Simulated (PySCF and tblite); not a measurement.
Values are calculated unless marked as measured or tabulated.
2 diastereomers of C6H16Si2, numbered alike:

```tsv
isomer	SMILES	descriptors (one enantiomer)
A	[CH3:1][C@@H:2]1[CH2:3][SiH2:4][CH2:5][C@H:6]([SiH3:7])[CH2:8]1	2S, 6R
B	[CH3:1][C@H:2]1[CH2:3][SiH2:4][CH2:5][C@H:6]([SiH3:7])[CH2:8]1	2R, 6R
```

Protocol: conformer search, at most 4 conformers an isomer, GFN2-xTB geometries, energies PBE0/def2-SVP (IEF-PCM, water) (D3(BJ) added where defined), weights at 298.15 K with GFN2-xTB thermal terms. Programs: PySCF with density fitting and tblite.

Equilibrium rotational constants and dipole components of each isomer's leading conformer, in random order:

```csv
set,A (MHz),B (MHz),C (MHz),abs μa,abs μb,abs μc (D)
P,1795,1001,680,0.57,0.57,0.05
Q,2020,982,760,0.50,0.71,0.32
```

(1) Match sets and isomers.

The whole study took 5.1 min on 1 thread of Intel Xeon 6985P-C @ 2.30GHz, on a host shared with other jobs (rough), peak memory 1.3 GiB, launched as `OMP_NUM_THREADS=1 python ens_run.py task.json out`.

Results:

(1) P is A (C1), Q is B (C1).
